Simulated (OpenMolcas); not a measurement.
Computed levels of As3+

```yaml
Program: OpenMolcas 26.06
Method: "MS-CASPT2, IPEA 0.25 Eh, imaginary shift 0.1 Eh (closed shells correlated: 3d)"
Basis: ANO-RCC-VQZP [7s6p4d2f1g]
Scalar_Hamiltonian: DKH2, point nucleus
Active_space: 2 electrons in 4 orbitals (4s 4p)
State_averaging: 2S+1 = 3 even, 3 roots; 2S+1 = 1 even, 7 roots; 2S+1 = 3 odd, 3 roots; 2S+1 = 1 odd, 3 roots
Spin-orbit_coupling: RASSI with atomic mean-field integrals over the reference wave functions, term energies averaged over their components
```

Spin-free terms above the lowest, with the occupations of the reference:

| Configuration | Term | E (cm⁻¹) | Occupations |
| --- | --- | --- | --- |
| 4s² | ¹S | 0.0 | 4s 1.93 4p 0.07 |
| 4s 4p | ³P° | 75692 | 4s 1.00 4p 1.00 |
| 4s 4p | ¹P° | 113080 | 4s 1.00 4p 1.00 |
| 4p² | ³P | 180683 | 4p 2.00 |
| 4p² | ¹D | 182949 | 4p 2.00 |
| 4p² | ¹S | 209917 | 4s 0.07 4p 1.93 |

With spin-orbit coupling, above the lowest level:

| Configuration | Term | J | E (cm⁻¹) | Measured (cm⁻¹) | Term weight % | Second |
| --- | --- | --- | --- | --- | --- | --- |
| 4s² | ¹S | 0 | 0.0 | 0.0 | 100 |  |
| 4s 4p | ³P° | 0 | 73591 |  | 100 |  |
| 4s 4p | ³P° | 1 | 74595 | 76962 | 100 |  |
| 4s 4p | ³P° | 2 | 76744 | 79492 | 100 |  |
| 4s 4p | ¹P° | 1 | 113128 | 112022 | 100 |  |
| 4p² | ³P | 0 | 178400 |  | 99 |  |
| 4p² | ³P | 1 | 179667 | 181468 | 100 |  |
| 4p² | ³P | 2 | 180766 | 184394 | 70 | 30 ¹D |
| 4p² | ¹D | 2 | 183885 |  | 70 | 30 ³P |
| 4p² | ¹S | 0 | 210170 | 211683 | 99 |  |

Against the 6 measured excited levels shown (Moore, Atomic Energy Levels, vol. II, NSRDS-NBS 35 (1971 reprint of NBS Circular 467, 1952)) the mean absolute deviation is 2200 cm-1; the largest miss in energy is 4p² ³P₂ [70 %]: computed 180766, measured 184394 cm⁻¹ (-2.0 %), and the largest in proportion 4s 4p ³P°₂ (-3.5 %).

Spin-orbit coupling puts the lowest level 1.3 cm⁻¹ below the lowest spin-free term.

Over all roots computed the reference weight is 0.93 to 0.99; the roots of lowest weight are the least certain, and an intruder state may touch them. The ¹D term of p² mixes with s d, which this space lacks. Computed and measured levels are paired by configuration, term and J; levels that our copy of the source lacks, or whose pairing is in doubt (as where it misses far off the trend of its configuration), stay unpaired and out of the deviations. Levels of configurations outside the active space are missing.

The term weight is that of the spin-free term in the level, not the purity of its configuration. A share in square brackets marks a mixed level and gives the weight of the term that names it. ° marks odd parity.
